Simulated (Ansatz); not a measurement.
Coupled-cluster run, F2H4O2Si2, SMILES `O[SiH2]O[SiH](F)F`.

```yaml
crystal:
  periodic: [false, false, false]
  atoms:
    - {symbol: O, position_ang: [-0.890140, 1.769926, 1.302930]}
    - {symbol: Si, position_ang: [-0.401615, 1.308954, -0.186462]}
    - {symbol: O, position_ang: [-0.204984, -0.317736, -0.268281]}
    - {symbol: Si, position_ang: [0.664409, -1.658448, -0.168901]}
    - {symbol: F, position_ang: [0.695762, -2.364294, -1.582421]}
    - {symbol: F, position_ang: [2.161853, -1.313690, 0.206651]}
    - {symbol: H, position_ang: [-1.797363, 1.605032, 1.562193]}
    - {symbol: H, position_ang: [-1.416546, 1.649177, -1.210138]}
    - {symbol: H, position_ang: [0.896953, 1.972617, -0.411484]}
    - {symbol: H, position_ang: [0.116872, -2.590937, 0.819213]}
basis:
  gaussian: {orbitals: def2-TZVPP}
correlation: {method: ccsd_t}
```

```sh
$ ansatz run in.yaml --threads 4 --pin off --events-out ev --progress --plain
```

The program prints (abridged):

```
Functional definition: HF
1611 factors; integrals over basis functions are off by at most 1.2e-3 eV
mean field evaluation 1: about -25281.5847 eV, gradient 5.7e1 eV
mean field evaluation 2: about -25281.8819 eV, gradient 5.8e1 eV
mean field evaluation 4: about -25287.4721 eV, gradient 3.2e0 eV
mean field evaluation 8: about -25287.5382 eV, gradient 2.8e-1 eV
mean field -25287.53835940 eV, -929.2998941987 hartree, gradient 3.1e-6 eV, S^2 0.000000; 0 other end points of the search recorded, 0 dependent functions left out
14 core orbitals not correlated: weight in the atoms' cores, before any rotation towards them, 1.000 or more for the frozen orbitals, at most 0.000 for the correlated occupied ones
reference -25287.53835940 eV, -929.2998941987 hartree; 19, 19 occupied and 231, 231 virtual orbitals, 1611 factors
second order -32.74045813 eV of doubles, -0.00000000 eV of singles
cycle   1  -32.57514763 eV  change    1.7e-1 eV  update   1.2e-1
cycle   2  -33.26411183 eV  change   -6.9e-1 eV  update   3.2e-2
cycle   3  -33.42318724 eV  change   -1.6e-1 eV  update   1.6e-2
cycle   4  -33.39965232 eV  change    2.4e-2 eV  update   3.1e-3
cycle   5  -33.39817667 eV  change    1.5e-3 eV  update   1.4e-3
cycle   6  -33.39934149 eV  change   -1.2e-3 eV  update   3.7e-4
cycle   7  -33.39914360 eV  change    2.0e-4 eV  update   1.3e-4
cycle   8  -33.39905322 eV  change    9.0e-5 eV  update   3.6e-5
cycle   9  -33.39905701 eV  change   -3.8e-6 eV  update   1.3e-5
perturbative correction -1.03691317 eV, -0.0381058560 hartree
Total energy: -25321.97432957 eV, -930.5653927611 hartree
```

It took 7.7 min on 4 threads of a server CPU on a shared host, with 6.7 GiB of host memory at the peak.

Correlation energy per correlated electron: -0.906 eV. T1 diagnostic: 0.0118.
